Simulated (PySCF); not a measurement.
ketene (C$_{2}$H$_{2}$O), singlet, geometry from GFN2-xTB; B3LYP/6-31G** run with PySCF.

Here is a job for PySCF.
```python
from pyscf import gto, scf, dft

mol = gto.Mole()
mol.atom = '''
    C    -0.01148162    0.02136311   -1.19190098
    C     0.00092956   -0.00172957    0.09649676
    H     0.00249612    0.94826436   -1.73006124
    H    -0.03614064   -0.88566416   -1.76255958
    O     0.01211961   -0.02255018    1.25813077
'''
mol.basis = '6-31g**'
mol.verbose = 4
mol.build()

mf = dft.RKS(mol)
mf.xc = 'b3lyp'
mf.init_guess = '1e'
mf.kernel()
```

It wrote (shortened):

```
PySCF version 2.14.0

[INPUT] verbose = 4
[INPUT] num. atoms = 5
[INPUT] num. electrons = 22
[INPUT] charge = 0
[INPUT] spin (= nelec alpha-beta = 2S) = 0
[INPUT] symmetry False subgroup None
[INPUT] Mole.unit = angstrom
[INPUT] Symbol           X                Y                Z      unit          X                Y                Z       unit  Magmom
[INPUT]  1 C     -0.011481620000   0.021363110000  -1.191900980000 AA   -0.021697117266   0.040370427069  -2.252366419801 Bohr   0.0
[INPUT]  2 C      0.000929560000  -0.001729570000   0.096496760000 AA    0.001756613816  -0.003268413613   0.182352448308 Bohr   0.0
[INPUT]  3 H      0.002496120000   0.948264360000  -1.730061240000 AA    0.004716983174   1.791959934086  -3.269341922325 Bohr   0.0
[INPUT]  4 H     -0.036140640000  -0.885664160000  -1.762559580000 AA   -0.068295911567  -1.673662700743  -3.330754884428 Bohr   0.0
[INPUT]  5 O      0.012119610000  -0.022550180000   1.258130770000 AA    0.022902743637  -0.042613664260   2.377522584188 Bohr   0.0

nuclear repulsion = 59.0017213475371
number of shells = 24
number of NR pGTOs = 95
number of NR cGTOs = 52
basis = 6-31g**
ecp = {}

******** <class 'pyscf.dft.rks.RKS'> ********
method = RKS
initial guess = 1e
damping factor = 0
level_shift factor = 0
DIIS = <class 'pyscf.scf.diis.CDIIS'>
diis_start_cycle = 1
diis_space = 8
diis_damp = 0
SCF conv_tol = 1e-09
SCF conv_tol_grad = None
SCF max_cycles = 50
direct_scf = True
direct_scf_tol = 1e-13
XC library pyscf.dft.libxc version 7.1.2
    S. Lehtola, C. Steigemann, M. J. T. Oliveira, and M. A. L. Marques,  SoftwareX 7, 1–5 (2018)
XC functionals = b3lyp
    P. J. Stephens, F. J. Devlin, C. F. Chabalowski, and M. J. Frisch,  J. Phys. Chem. 98, 11623 (1994)
radial grids:
    Treutler-Ahlrichs [JCP 102, 346 (1995); DOI:10.1063/1.469408] (M4) radial grids

becke partition: Becke, JCP 88, 2547 (1988); DOI:10.1063/1.454033
pruning grids: <function nwchem_prune>
grids dens level: 3
symmetrized grids: False
atomic radii adjust function: <function treutler_atomic_radii_adjust>
small_rho_cutoff = 0
Set gradient conv threshold to 3.16228e-05
Initial guess from hcore.
  HOMO = -10.395027300967  LUMO = -9.77033839077387  gap/eV = 16.99865
tot grids = 61936
init E= -130.111416201425
  HOMO = -0.181487181234573  LUMO = -0.0151839841020989  gap/eV = 4.52534
cycle= 1 E= -113.2508577479  delta_E= 16.9  |g|=  6.4  |ddm|= 37.8
  HOMO = -1.96741534359381  LUMO = -1.81129273086456  gap/eV = 4.24831
cycle= 2 E= -122.836260510656  delta_E= -9.59  |g|= 7.45  |ddm|= 37.2
  HOMO = -0.284199741904631  LUMO = -0.0616044503852029  gap/eV = 6.05713
cycle= 3 E= -141.817010655657  delta_E=  -19  |g|= 4.77  |ddm|= 16.2
  HOMO = -0.13132003618717  LUMO = 0.00897130897789422  gap/eV = 3.81752
cycle= 4 E= -151.597457589471  delta_E= -9.78  |g|= 1.96  |ddm|= 14.3
  HOMO = -0.23817609189528  LUMO = -0.0970647068810795  gap/eV = 3.83984
cycle= 5 E= -152.132698500008  delta_E= -0.535  |g|= 1.54  |ddm|= 2.29
  HOMO = -0.234212004071581  LUMO = -0.0457183355937056  gap/eV = 5.12917
cycle= 6 E= -152.446950805017  delta_E= -0.314  |g|= 0.841  |ddm|= 1.44
  HOMO = -0.232865539720292  LUMO = -0.0227118091448832  gap/eV = 5.71857
cycle= 7 E= -152.592094427103  delta_E= -0.145  |g|= 0.14  |ddm|= 0.506
  HOMO = -0.249439245536569  LUMO = -0.0346005335027439  gap/eV = 5.84606
cycle= 8 E= -152.597294387365  delta_E= -0.0052  |g|= 0.0468  |ddm|= 0.156
  HOMO = -0.240290849368233  LUMO = -0.0304462093020383  gap/eV = 5.71016
cycle= 9 E= -152.597796043192  delta_E= -0.000502  |g|= 0.0102  |ddm|= 0.0416
  HOMO = -0.242030873734268  LUMO = -0.032052849357918  gap/eV = 5.71379
cycle= 10 E= -152.597825830095  delta_E= -2.98e-05  |g|= 0.00206  |ddm|= 0.0116
  HOMO = -0.241956831319  LUMO = -0.0320980898751611  gap/eV = 5.71055
cycle= 11 E= -152.597826979148  delta_E= -1.15e-06  |g|= 0.000185  |ddm|= 0.00192
  HOMO = -0.241948652168308  LUMO = -0.0321026134257147  gap/eV = 5.71020
cycle= 12 E= -152.597826987136  delta_E= -7.99e-09  |g|= 1.43e-05  |ddm|= 0.000208
  HOMO = -0.241947122988458  LUMO = -0.0321023990827158  gap/eV = 5.71017
cycle= 13 E= -152.597826987185  delta_E= -4.9e-11  |g|= 2.12e-06  |ddm|= 1.21e-05
  HOMO = -0.241947181446438  LUMO = -0.0321028576500293  gap/eV = 5.71015
Extra cycle  E= -152.597826987183  delta_E= 1.79e-12  |g|= 2.95e-06  |ddm|= 3.92e-06
converged SCF energy = -152.597826987183
```
